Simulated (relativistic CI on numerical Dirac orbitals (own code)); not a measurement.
# Energy levels of Pt II

These numbers are calculated, not measured: Dirac-Coulomb-Breit CI, KLI orbitals optimised for each configuration, model QED, valence Slater integrals scaled by 0.85, P86 correlation estimate, and configurations built on the next ion tied to the tabulated ionisation energy (semi-empirical) (own radial code, finite nucleus).

Configuration list (outside the closed core [Xe] 4f14): 5d⁹, 5d⁸6s, 5d⁸6p, 5d⁸6d, 5d⁸7s, 5d⁸5f, 5d⁸6f, 5d⁷6s², 5d⁷6s6p, 5d⁸7p, 5d⁸7d, 5d⁸5g, 5d⁷6s7s, 5d⁸7f, 5d⁸6g, 5d⁷6p². Levels of other configurations are missing.

| No. | Configuration | Term | J | E (cm⁻¹) | % | Next component (%) | jj configuration (%) |
| --- | --- | --- | --- | --- | --- | --- | --- |
| 41 | 5d⁷6s²‡ | ²F | 5/2 | 64582.8 | 81 | 12 ²D | 5d3/2^3 5d5/2^4 (74) |
| 42 | 5d⁷(4F)6s<5F>6p‡ | ⁶F° | 11/2 | 64866.7 | 58 | 21 ⁶G° | 5d5/2^3 6s 6p1/2 (47) |
| 43 | 5d⁸(1D)6p | ²P° | 1/2 | 65926.2 | 46 | 28 ⁴D° | 5d5/2^4 6p3/2 (54) |
| 44 | 5d⁷6s²‡ | ²P | 1/2 | 66647.9 | 60 | 16 5d⁸6s ²P | 5d3/2^2 5d5/2^5 (61) |
| 45 | 5d⁸(3F)6p | ²F° | 7/2 | 66782.0 | 44 | 35 ⁴G° | 5d3/2^3 5d5/2^5 6p1/2 (60) |
| 46 | 5d⁸(3F)6p | ⁴D° | 3/2 | 66822.5 | 62 | 9 5d⁷6s6p ⁴D° | 5d3/2^3 5d5/2^5 6p1/2 (46) |
| 47 | 5d⁸(3P)6p | ⁴P° | 5/2 | 67419.6 | 24 | 20 ²F° | 5d5/2^4 6p3/2 (57) |
| 48 | 5d⁷(4F)6s<5F>6p‡ | ⁶F° | 7/2 | 67617.1 | 37 | 34 ⁶D° | 5d3/2^3 5d5/2^4 6s 6p1/2 (45) |
| 49 | 5d⁸(1D)6p | ²D° | 3/2 | 68361.5 | 30 | 15 ⁴F° | 5d5/2^4 6p3/2 (40) |
| 50 | 5d⁸(3P)6p | ⁴P° | 1/2 | 68589.8 | 44 | 26 ⁴D° | 5d3/2^3 5d5/2^5 6p1/2 (55) |
| 51 | 5d⁸(3F)6p | ²D° | 5/2 | 68699.3 | 51 | 10 ²F° | 5d3/2^3 5d5/2^5 6p1/2 (41) |
| 52 | 5d⁸(1D)6p | ²F° | 7/2 | 69279.1 | 34 | 30 ⁴D° | 5d5/2^4 6p3/2 (69) |
| 53 | 5d⁷6s²‡ | ²F | 7/2 | 69762.4 | 86 | 9 ²G | 5d3/2^2 5d5/2^5 (59) |
| 54 | 5d⁷(4F)6s<5F>6p‡ | ⁶G° | 9/2 | 70257.1 | 34 | 25 ⁶D° | 5d3/2^3 5d5/2^4 6s 6p1/2 (32) |
| 55 | 5d⁷6s²‡ | ²D | 3/2 | 70796.0 | 50 | 32 ²P | 5d3/2 5d5/2^6 (42) |
| 56 | 5d⁷(4F)6s<5F>6p‡ | ⁶G° | 13/2 | 71391.2 | 89 | 11 ⁴H° | 5d5/2^3 6s 6p3/2 (79) |
| 57 | 5d⁷(4F)6s<5F>6p‡ | ⁶F° | 5/2 | 71613.2 | 36 | 12 ⁶G° | 5d3/2^3 5d5/2^4 6s 6p1/2 (31) |
| 58 | 5d⁸(3F)6p | ⁴D° | 5/2 | 72062.1 | 25 | 22 ⁴F° | 5d3/2^3 5d5/2^5 6p3/2 (68) |
| 59 | 5d⁸(3F)6p | ⁴G° | 9/2 | 72693.0 | 61 | 28 ²G° | 5d3/2^3 5d5/2^5 6p3/2 (94) |
| 60 | 5d⁸(3F)6p | ⁴F° | 7/2 | 72701.6 | 37 | 14 5d⁷6s6p ⁶G° | 5d3/2^3 5d5/2^5 6p3/2 (65) |
| 61 | 5d⁸(3P)6p | ⁴D° | 1/2 | 72997.5 | 38 | 16 ²P° | 5d5/2^4 6p1/2 (28) |
| 62 | 5d⁸(3F)6p | ⁴D° | 3/2 | 73368.7 | 34 | 20 5d⁷6s6p ⁴D° | 5d3/2^3 5d5/2^5 6p3/2 (31) |
| 63 | 5d⁷(4F)6s<5F>6p‡ | ⁶F° | 3/2 | 73813.8 | 29 | 19 ⁶G° | 5d5/2^3 6s 6p1/2 (24) |
| 64 | 5d⁷(4F)6s<5F>6p‡ | ⁶G° | 7/2 | 73887.7 | 28 | 26 ⁶D° | 5d3/2^3 5d5/2^4 6s 6p1/2 (19) |
| 65 | 5d⁸(3F)6p | ²D° | 5/2 | 73955.0 | 25 | 12 ⁴G° | 5d3/2^3 5d5/2^5 6p1/2 (20) |
| 66 | 5d⁷(4F)6s<5F>6p‡ | ⁶G° | 11/2 | 73977.2 | 38 | 30 ⁶F° | 5d5/2^3 6s 6p3/2 (55) |
| 67 | 5d⁷(4P)6s<5P>6p‡ | ⁶S° | 5/2 | 74941.5 | 34 | 16 ⁶D° | 5d3/2^3 5d5/2^4 6s 6p1/2 (30) |
| 68 | 5d⁷(4F)6s<5F>6p‡ | ⁶G° | 5/2 | 75685.6 | 31 | 17 ⁶D° | 5d3/2^3 5d5/2^4 6s 6p1/2 (28) |
| 69 | 5d⁷(4F)6s<5F>6p‡ | ⁶F° | 1/2 | 75942.6 | 46 | 18 ⁴D° | 5d3/2^3 5d5/2^4 6s 6p1/2 (18) |
| 70 | 5d⁸(1G)6p | ²H° | 9/2 | 75984.2 | 41 | 16 5d⁷6s6p ²H° | 5d3/2^3 5d5/2^5 6p1/2 (43) |
| 71 | 5d⁸(3F)6p | ⁴F° | 3/2 | 76403.0 | 18 | 18 ²P° | 5d3/2^3 5d5/2^5 6p3/2 (32) |
| 72 | 5d⁸(3F)6p | ²G° | 7/2 | 76434.0 | 29 | 22 ⁴D° | 5d3/2^3 5d5/2^5 6p3/2 (60) |
| 73 | 5d⁷(4P)6s<5P>6p‡ | ⁶D° | 3/2 | 77047.9 | 34 | 21 ⁶G° | 5d3/2^3 5d5/2^4 6s 6p1/2 (30) |
| 74 | 5d⁸(3F)6p | ²D° | 5/2 | 77166.6 | 27 | 20 ²F° | 5d3/2^3 5d5/2^5 6p3/2 (49) |
| 75 | 5d⁷(4F)6s<5F>6p‡ | ⁶G° | 9/2 | 77795.0 | 27 | 19 ⁶F° | 5d3/2^3 5d5/2^4 6s 6p3/2 (39) |
| 76 | 5d⁸(3F)6p | ⁴G° | 5/2 | 77917.3 | 16 | 14 ²D° | 5d3/2^2 5d5/2^6 6p1/2 (24) |
| 77 | 5d⁸(1G)6p | ²F° | 7/2 | 78001.3 | 19 | 17 5d⁷6s6p ⁴F° | 5d5/2^3 6s 6p1/2 (31) |
| 78 | 5d⁷(4P)6s<5P>6p‡ | ⁶D° | 1/2 | 78161.0 | 34 | 34 5d⁸6p ⁴D° | 5d3/2^3 5d5/2^5 6p3/2 (22) |
| 79 | 5d⁸(3P)6p | ⁴S° | 3/2 | 78188.2 | 20 | 12 5d⁷6s6p ⁶G° | 5d3/2^3 5d5/2^5 6p3/2 (23) |
| 80 | 5d⁸(3P)6p | ⁴D° | 3/2 | 79788.5 | 23 | 16 5d⁷6s6p ⁶D° | 5d3/2^3 5d5/2^5 6p1/2 (15) |
| 81 | 5d⁷(4P)6s<5P>6p‡ | ⁶D° | 1/2 | 79920.8 | 28 | 19 5d⁸6p ²S° | 5d5/2^3 6s 6p3/2 (20) |
| 82 | 5d⁷(4F)6s<5F>6p‡ | ⁶F° | 7/2 | 80018.3 | 25 | 21 ⁶G° | 5d3/2^3 5d5/2^4 6s 6p3/2 (25) |
| 83 | 5d⁷(4F)6s<5F>6p‡ | ⁴F° | 9/2 | 80280.0 | 30 | 22 5d⁸6p ²H° | 5d3/2^3 5d5/2^4 6s 6p1/2 (23) |
| 84 | 5d⁸(3P)6p | ²D° | 5/2 | 80594.1 | 24 | 15 ²F° | 5d3/2^3 5d5/2^5 6p3/2 (38) |
| 85 | 5d⁸(3F)6p | ²D° | 3/2 | 80753.4 | 35 | 15 ⁴S° | 5d3/2^3 5d5/2^5 6p3/2 (43) |

Energies count from the lowest computed level; ° marks odd parity. Percentages are summed over parent terms; the parents shown are those of the largest component, closed shells are left out there, and <> holds an intermediate term. Filled j subshells are mostly left out of the jj labels. ‡ marks configurations that were not tied to measured data.

The mean weight of the leading LS term, summed over parents, in these 45 levels is 38 %, and that of the leading jj configuration (from the same eigenvectors) 42 %.

Configurations that consist of the next ion and one excited electron were tied to the tabulated ionisation energy; Rydberg ones are usually within 1,000 to 3,000 cm⁻¹ and the lowest ones within about 6,000 (9,000 in d shells), while levels on excited terms of the next ion carry the error of that term, and the other configurations can be misplaced by 10,000 cm⁻¹ or more. Rates follow the energies as ν³ (E1, M1) or ν⁵ (E2), so rates, branching and lifetimes can be off by large factors. The fine structure of a lone outer electron comes out too small, for d and f at times inverted, and misplaced configurations move strength between like terms.

LS names give the leading component of a level, which can be under half, so a name can repeat, a term be missing and a line seem to break the LS rules.
